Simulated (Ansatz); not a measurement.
Born–Oppenheimer molecular dynamics of CH8ClNOSi (13 atoms, charge 0, multiplicity 1). It starts at the highest image of a converged band. Of that band: The profile has 2 maxima (images 2, 4) with wells between them (image 3): this band takes more than one step, which may be the mechanism or a detour left from its start path. A vibrational analysis at the climbing image gives one clearly imaginary mode, 96i cm⁻¹: a first-order saddle point.

Method: Ansatz, RKS B3LYP-D4/def2-SVP.

```yaml
ensemble: NVE (velocity Verlet)
time_step: 0.5 fs
steps_asked: 200
starting_velocities_drawn_for: 300 K
seed: 9192
```

First frame:

```xyz
13
Properties=species:S:1:pos:R:3
Si -0.538 0.114 1.151
N 0.403 -0.505 -0.331
C 0.315 0.344 -1.539
H -0.434 1.577 1.139
H -0.101 -0.692 2.307
O -2.133 -0.241 0.794
H 1.431 -0.349 0.121
Cl 2.449 0.576 1.207
H 0.203 -1.488 -0.540
H 0.804 1.298 -1.296
H -0.731 0.516 -1.832
H 0.859 -0.124 -2.371
H -2.526 -1.026 1.189
```

Q: What does the run give?

A: All steps were run.

```
steps done                                               : 200
time covered                                             : 100 fs
mean temperature over the second half                    : 198 K
spread of the potential energy over the second half      : 5.7 meV per atom
mean potential energy of the second half above the start : 11.4 meV per atom
```

The conserved energy stayed within 0.43 meV per atom of its start (net change 0.22 meV per atom), so the integration is sound. A run of 0.1 ps of so small a system gives no equilibrium averages. The orbitals stay closed-shell, which can raise the energy where a bond breaks towards radicals; this wasn't checked here.

Q: What happens to the structure?

A: The step under study would form Si1–Cl8, N2–H7 and break Si1–N2, H7–Cl8. These pairs go: Si1–Cl8 3.02 → 3.46 Å, N2–H7 1.13 → 1.73 Å, Si1–N2 1.86 → 1.77 Å, H7–Cl8 1.75 → 1.40 Å. In the last frame they stand as before the step (other bonds may differ from the relaxed reactants and products). It ends as CH7NOSi + ClH. Pairs count as bonded within 1.25 times the sum of covalent radii (0.12 Å more for H–H). Another seed would give other details.

Q: How do temperature and energy run in time?

A: 
| time (fs) | T (K) | potential energy less start (eV) | conserved less start (meV/atom) |
| --- | --- | --- | --- |
| 0.0 | 300 | 0.000 | 0.00 |
| 8.0 | 140 | 0.230 | 0.16 |
| 16.0 | 150 | 0.217 | 0.22 |
| 24.0 | 152 | 0.215 | 0.31 |
| 32.0 | 103 | 0.285 | 0.32 |
| 40.0 | 88 | 0.305 | 0.33 |
| 48.0 | 204 | 0.138 | 0.17 |
| 56.0 | 171 | 0.186 | 0.12 |
| 64.0 | 208 | 0.132 | 0.04 |
| 72.0 | 198 | 0.146 | 0.15 |
| 80.0 | 149 | 0.219 | 0.33 |
| 88.0 | 188 | 0.165 | 0.41 |
| 96.0 | 211 | 0.129 | 0.23 |

Time of the run: 5.2 min on 2 threads of AMD EPYC 9R45 96-Core Processor (Zen 5) (shared host), peak memory 0.3 GiB.
